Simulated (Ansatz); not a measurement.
Harmonic frequencies (cm⁻¹) at PBE0-D4/def2-TZVP from Ansatz: 19, 160, 193, 202, 313, 422, 432, 494, 713, 798, 901, 973, 998, 1069, 1109, 1259, 1328, 1406, 1433, 1494, 1496, 2696, 3013, 3055, 3071, 3125, 3137.

Each molecule was computed in one conformer, which needn't be the lowest.

(1) Which molecule is it?
A. `COB(C)F`
B. `CCB(S)Br`
C. `CB[SiH3]`
D. `CB(N)N`

## Answers

(1) B.
